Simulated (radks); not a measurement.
The numbers below are computed, except where a source is named.
Q: Pb67+, configuration [He] 2s2 2p4 3s2 3p5 (not the ground configuration). Level of theory: scalar-relativistic Kohn-Sham, BLYP, spin-polarised, spherical densities, point nucleus; open shells are filled with parallel spins first (spin-orbit coupling, left out, can overturn this in heavy ions) (a radial shooting solver on a logarithmic mesh with Libxc functionals). Some entries of the table are withheld. Estimate them.

orbital  occ.  eigenvalue (hartree)  r(max) (bohr)
1s up       1             -3473.472       0.009835
1s down     1             -3472.067       0.009832
2s up       1             -795.9866        0.05656
2s down     1             -793.7945        0.05659
2p up       3             -716.1280        0.04692
2p down     1             -713.6075        0.04696
3s up       1             -317.8272         0.1523
3s down     1             -317.1054         0.1525
3p up       3             -294.3367            (1)
3p down     2             -293.5614            (2)

A: 
(1) 3p up r(max) (bohr): 0.1501
(2) 3p down r(max) (bohr): 0.1503
